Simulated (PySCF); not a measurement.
# Spinor energies of Tc(25+) (technetium, charge +25)

Start: [Ar]. Calculated with PySCF 2.14 in an uncontracted even-tempered set (19 s from 3.5 bohr⁻², ratio 2.4; 14 p from 4.5 bohr⁻², ratio 2.4; 5 d from 20 bohr⁻², ratio 2.6; 4 f from 30 bohr⁻², ratio 2.6): generalised Hartree-Fock with the X2C-1e Hamiltonian and a Gaussian nucleus; one run each with spin-orbit coupling (SO) switched off, then screened by Boettger's factors.

```
spinor shell  electrons  ε, spin-free (eV)  ε, screened SO (eV)  weight of nominal j (screened SO)  rms radius, screened SO (bohr)
       1s1/2          2           -22274.3             -22273.3                              1.000                          0.0394
       2s1/2          2            -4190.2              -4189.9                              1.000                           0.160
       2p1/2          2            -3863.2              -3946.0                              1.000                           0.139
       3s1/2          2            -1478.4              -1478.3                              1.000                           0.399
       3p1/2          2            -1363.8              -1382.1                              1.000                           0.389
       3p3/2          4            -1363.8              -1355.2                              1.000                           0.397
```

Problem. Where does 2p3/2 lie, and what is the 2p spin-orbit splitting (screened SO)?

Solution. At -3824.5 eV, 121.56 eV above 2p1/2.

| quantity | spin-free | screened SO |
| --- | --- | --- |
| E (hartree) | -3881.16892 | -3881.72900 |
| M_J | 0 | 0 |
| ⟨J²⟩ | 0.000 | 0.000 |
| ⟨L²⟩ | 0.000 | 0.005 |
| ⟨S²⟩ | 0.000 | 0.005 |

Breit and QED terms are absent; they matter most for the inner s and p1/2 levels.

Densities and radii are taken from the X2C orbitals without a picture-change correction, which distorts them close to the nucleus.

Without spin-orbit coupling the j labels of p, d and f shells carry no meaning; the spin-free column gives the mean over the occupied spinors of each nl shell.
